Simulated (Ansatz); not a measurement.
Geometry optimisation, RHF/def2-SVP in Ansatz 0.2.0.

Input file:

```yaml
crystal:
  periodic: [false, false, false]
  atoms:
    - { symbol: Sn, position_ang: [0.0, 0.0, 0.0] }
    - { symbol: Cl, position_ang: [0.0, 0.0, 2.76] }
    - { symbol: H, position_ang: [1.6408, 0.0, -0.5794] }
    - { symbol: C, position_ang: [-1.0126, 1.7544, -0.716] }
    - { symbol: H, position_ang: [-2.0653, 1.5008, -0.9603] }
    - { symbol: H, position_ang: [-0.9943, 2.5391, 0.069] }
    - { symbol: H, position_ang: [-0.5023, 2.131, -1.6269] }
    - { symbol: H, position_ang: [-0.8195, -1.4198, -0.5794] }
    - { symbol: H, position_ang: [-1.9359, 0.0, 0.6433] }
    - { symbol: H, position_ang: [-1.6217, 0.0, 1.6527] }
basis:
  gaussian: { orbitals: def2-SVP }
hamiltonian:
  xc: hf
relax:
  f_tol: 0.15
  max_steps: 25
  restrain:
    - { distance: [0, 8], at: 1.74, k: 30.0 }
    - { distance: [9, 1], at: 1.37, k: 30.0 }
    - { distance: [0, 1], at: 3.61, k: 30.0 }
    - { distance: [9, 8], at: 1.86, k: 30.0 }
```

Run as:

```bash
$ ansatz run input.yaml --threads 1 --pin off --max-ram 2048MiB --backend cpu --events-out ev --progress --plain --runs-dir out
```

Question: Where does it end, and by what steps?

Answer: It converged. The restraints hold the end off the free minimum. After 19 steps the energy has fallen by 2.163 eV (the restraints' own energy left out); H8 moved furthest, 1.25 Å. Parted: Sn1–Cl2 (2.76 → 3.62 Å). Joined: Cl2–H10 (1.96 → 1.32 Å).

```csv
step,energy less start (eV),largest force component (eV/Å),accepted
0,0.0000,5.048,yes
1,1.3946,4.113,yes
2,1.5947,2.798,yes
3,0.8875,2.201,yes
4,-0.2658,1.553,yes
5,-1.0505,1.029,yes
6,-1.5395,1.400,yes
7,-1.8323,1.717,yes
8,-2.0295,1.569,yes
9,-2.0863,1.417,yes
10,-2.0992,1.136,yes
11,-2.1046,1.138,yes
12,-2.1416,1.078,yes
13,-2.1474,1.012,yes
14,-2.1531,0.992,yes
15,-2.1566,1.081,yes
16,-2.1540,1.376,no
17,-2.1545,1.206,yes
18,-2.1573,1.199,yes
19,-2.1635,1.153,yes
```

```xyz
10
Properties=species:S:1:pos:R:3
Sn -0.484 -0.252 -0.427
Cl -0.326 0.985 2.971
H 1.161 -0.429 -0.003
C -1.017 1.805 -0.799
H -2.055 1.871 -1.125
H -0.892 2.391 0.110
H -0.378 2.220 -1.579
H -0.812 -1.211 -1.810
H -1.451 -0.884 0.868
H -1.059 0.011 2.458
```

The run took 39 s on 1 thread of Intel(R) Xeon(R) Platinum 8488C (Sapphire Rapids) (shared host), peak memory 0.2 GiB.
